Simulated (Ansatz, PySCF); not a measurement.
Pulling on the C1–H4 bond in N-methylmethanimine (SMILES C=NC) (multiplicity 1 held, fragments rigid). Energies count from the point at 1.092 Å.
Geometry at that point (charge 0, multiplicity 1):
```xyz
8

C      1.09069    -0.37559    -0.00394
N     -0.03958     0.49981     0.22469
C     -1.18032     0.10627    -0.13438
H      1.82199     0.14518    -0.62575
H      1.57680    -0.58338     0.95167
H      0.82082    -1.32612    -0.48490
H     -1.36081    -0.86665    -0.61180
H     -2.04399     0.74819     0.02785
```

R- and RO- levels are restricted; in cc, def2 and unpolarised 6-31G sets they are followed outwards from rest. Active spaces are followed from a long bond inwards. Curves can end on different states.

Cores are frozen in the correlated methods. Rows in 6-31G* carry no dispersion term and start afresh at each structure (6-31G* with six Cartesian d functions).

Codes used: Ansatz (Gaussian basis) for Hartree–Fock, density functionals and correlated methods; PySCF for 6-31G* rows. Each number belongs to the level named beside it.

Energies in eV.

```json
[
 {"R (Å)": "0.874", "R-BP86/6-31G*": "1.37", "R-B3LYP/6-31G*": "1.31", "R-B3LYP/cc-pVTZ": "1.21", "FIC-MRCISD+Q on CASSCF(2,2)/cc-pVTZ": "1.23"},
 {"R (Å)": "0.983", "R-BP86/6-31G*": "0.30", "R-B3LYP/6-31G*": "0.27", "R-B3LYP/cc-pVTZ": "0.24", "FIC-MRCISD+Q on CASSCF(2,2)/cc-pVTZ": "0.24"},
 {"R (Å)": "1.092", "R-BP86/6-31G*": "0.00", "R-B3LYP/6-31G*": "0.00", "R-B3LYP/cc-pVTZ": "0.00", "FIC-MRCISD+Q on CASSCF(2,2)/cc-pVTZ": "0.00"},
 {"R (Å)": "1.201", "R-BP86/6-31G*": "0.12", "R-B3LYP/6-31G*": "0.15", "R-B3LYP/cc-pVTZ": "0.16", "FIC-MRCISD+Q on CASSCF(2,2)/cc-pVTZ": "0.16"},
 {"R (Å)": "1.311", "R-BP86/6-31G*": "0.45", "R-B3LYP/6-31G*": "0.51", "R-B3LYP/cc-pVTZ": "0.52", "FIC-MRCISD+Q on CASSCF(2,2)/cc-pVTZ": "0.54"},
 {"R (Å)": "1.474", "R-BP86/6-31G*": "1.11", "R-B3LYP/6-31G*": "1.22", "R-B3LYP/cc-pVTZ": "1.23", "FIC-MRCISD+Q on CASSCF(2,2)/cc-pVTZ": "1.25"},
 {"R (Å)": "1.638", "R-BP86/6-31G*": "1.81", "R-B3LYP/6-31G*": "1.96", "R-B3LYP/cc-pVTZ": "1.97", "FIC-MRCISD+Q on CASSCF(2,2)/cc-pVTZ": "1.98"},
 {"R (Å)": "1.911", "R-BP86/6-31G*": "2.88", "R-B3LYP/6-31G*": "3.10", "R-B3LYP/cc-pVTZ": "3.10", "FIC-MRCISD+Q on CASSCF(2,2)/cc-pVTZ": "3.04"},
 {"R (Å)": "2.184", "R-BP86/6-31G*": "3.75", "R-B3LYP/6-31G*": "4.04", "R-B3LYP/cc-pVTZ": "4.01", "FIC-MRCISD+Q on CASSCF(2,2)/cc-pVTZ": "3.80"},
 {"R (Å)": "2.512", "R-BP86/6-31G*": "4.53", "R-B3LYP/6-31G*": "4.90", "R-B3LYP/cc-pVTZ": "4.84", "FIC-MRCISD+Q on CASSCF(2,2)/cc-pVTZ": "4.35"},
 {"R (Å)": "2.949", "R-BP86/6-31G*": "5.22", "R-B3LYP/6-31G*": "5.70", "R-B3LYP/cc-pVTZ": "5.60", "FIC-MRCISD+Q on CASSCF(2,2)/cc-pVTZ": "4.67"},
 {"R (Å)": "3.495", "R-BP86/6-31G*": "5.73", "R-B3LYP/6-31G*": "6.32", "R-B3LYP/cc-pVTZ": "6.16", "FIC-MRCISD+Q on CASSCF(2,2)/cc-pVTZ": "4.78"}
]
```

Doubts at one or more of the structures used: a restricted determinant that unrestricted orbitals would lower (R-BP86/6-31G*, R-B3LYP/6-31G*, R-B3LYP/cc-pVTZ).

Ansatz is a first-principles code.
